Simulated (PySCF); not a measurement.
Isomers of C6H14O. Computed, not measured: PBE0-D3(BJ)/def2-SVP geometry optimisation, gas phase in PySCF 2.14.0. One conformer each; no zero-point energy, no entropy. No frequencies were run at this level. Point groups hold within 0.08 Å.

Question: Rank from lowest to highest electronic energy at this level (kJ/mol).
A. `[CH3:1][C:2]([CH3:3])([CH3:4])[CH2:5][CH2:6][OH:7]` with C2–C5–C6–O7 -177°, C5–C6–O7–H -58°
B. `[CH3:1][CH2:2][O:3][C:4]([CH3:5])([CH3:6])[CH3:7]` with C1–C2–O3–C4 180°

Answer: A (0.0), B (6.8).

As drawn, the lower has an O–H bond and a quaternary carbon, which the higher lacks. Neighbours under 10 kJ/mol apart (CC(C)(C)CCO and CCOC(C)(C)C) can change places with a better method, another conformer or zero-point energy.

```tsv
SMILES	E (Eh)	E rel (kJ/mol)	dipole (D)	point group	A, B, C (MHz)
CC(C)(C)CCO	-311.70716	0.0	1.63	–	4138, 1410, 1394
CCOC(C)(C)C	-311.70458	6.8	1.13	Cs	4107, 1574, 1548
```
